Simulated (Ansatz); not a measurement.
Basis-set series for C3H6AuNO (`CC#[N+][Au-][O]C`). Total charge 0; spin multiplicity 1. Au takes the def2 core potential. Geometry: relaxed with PBE0-D4/def2-TZVP. It is one conformer, not always the lowest.

```tsv
functional	basis	functions	energy (Eh)	HOMO (eV)	LUMO (eV)
PBE0-D4	def2-TZVPP	295	-383.44363	-5.77	-0.63
PBE0-D4	def2-QZVPP	553	-383.45890	-5.81	-0.66
ωB97M-V	def2-TZVPP	295	-383.54217	-8.00	1.28
ωB97M-V	def2-QZVPP	553	-383.55686	-8.05	0.47
```

Give the rows for def2-SVP. (Estimate.)

Ansatz gave: 
| functional | basis | functions | energy (Eh) | HOMO (eV) | LUMO (eV) |
| --- | --- | --- | --- | --- | --- |
| PBE0-D4 | def2-SVP | 132 | -383.14828 | -5.61 | -0.57 |
| ωB97M-V | def2-SVP | 132 | -383.23555 | -7.82 | 1.41 |

Positive LUMOs are unbound and depend on the basis.
